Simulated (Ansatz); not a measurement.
Start from `[Cl][In]([Cl])[GeH3]` and change one atom or group to get `[Cl][In]([Cl])[I]`.

Ansatz, PBE0-D4/def2-TZVP geometries, multiplicity 1. 

Elements past krypton have def2 core potentials. Scalar relativity is left out up to krypton.

```tsv
property	`[Cl][In]([Cl])[GeH3]`
LUMO energy (ωB97M-V/def2-TZVPP) / eV	-0.45
size of the dipole moment (B3LYP/def2-TZVPP) / D	3.82
LUMO energy (PBE/def2-TZVPP) / eV	-2.74
HOMO energy (B3LYP/def2-TZVPP) / eV	-8.02
HOMO–LUMO gap (PBE0/def2-TZVPP) / eV	6.19
HOMO–LUMO gap (ωB97M-V/def2-TZVPP) / eV	9.81
```

What does the change do to each property? (Best estimate.)

Computed: 
```json
{"property": "LUMO energy (ωB97M-V/def2-TZVPP) / eV", "`[Cl][In]([Cl])[I]`": "-1.04", "shift": "-0.59"}
{"property": "size of the dipole moment (B3LYP/def2-TZVPP) / D", "`[Cl][In]([Cl])[I]`": "1.33", "shift": "-2.49"}
{"property": "LUMO energy (PBE/def2-TZVPP) / eV", "`[Cl][In]([Cl])[I]`": "-3.74", "shift": "-1.00"}
{"property": "HOMO energy (B3LYP/def2-TZVPP) / eV", "`[Cl][In]([Cl])[I]`": "-8.04", "shift": "-0.02"}
{"property": "HOMO–LUMO gap (PBE0/def2-TZVPP) / eV", "`[Cl][In]([Cl])[I]`": "5.37", "shift": "-0.82"}
{"property": "HOMO–LUMO gap (ωB97M-V/def2-TZVPP) / eV", "`[Cl][In]([Cl])[I]`": "9.39", "shift": "-0.42"}
```

Dipoles are sizes alone; their direction can turn.

B3LYP here is the variant with VWN-RPA as its local correlation; programs differ in this.

Spin–orbit coupling is left out; it splits and shifts lone-pair levels of the heavy atoms by tenths of an eV.
